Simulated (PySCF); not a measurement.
Polarisability and C₆ of Ir (iridium, neutral)

[Xe] 4f14 5d7 6s2, high-spin 4F determinant. Computed with PySCF 2.14 in x2c-TZVPPall with one added diffuse shell each of s, p, d, f type (12s8p8d4f1g, 113 functions), with the spin-free X2C one-electron Hamiltonian (Gaussian nucleus). Coupled (time-dependent) response in atomic units; α is the mean over directions.

```json
{"method": "UHF", "mean α (bohr³)": "63.87", "C₆ (like pair)": "706.7", "S(−4)": "2139"}
```

S(−4) is the Cauchy moment in α(ω) = α(0) + S(−4) ω² + …

Reference α: 54 ± 7 bohr³ (recommended; Schwerdtfeger and Nagle, table of static dipole polarizabilities (2023 update)). Published C₆: 522.0 (Gould and Bucko (2016)).

Spin-orbit coupling is absent.

Hartree-Fock lies above the reference because it lacks correlation, which contracts the outer shell.

α(iu) at UHF:

| u (hartree) | α(iu) (bohr³) |
| --- | --- |
| 0 | 63.87 |
| 0.0500 | 59.26 |
| 0.100 | 50.14 |
| 0.200 | 33.91 |
| 0.300 | 23.88 |
| 0.500 | 14.11 |
| 0.750 | 8.985 |
| 1.00 | 6.429 |
| 1.50 | 3.897 |
| 2.00 | 2.655 |
| 3.00 | 1.472 |
| 5.00 | 0.6469 |

A single London oscillator, α(iu) = α/(1 + u²/ω²), gives C₆ = (3/4) ω α². Matching the computed C₆ needs ω = 4 × 706.7 / (3 × 63.87²) = 0.231 hartree.

Spin-orbit coupling, absent here, splits the open shell strongly.
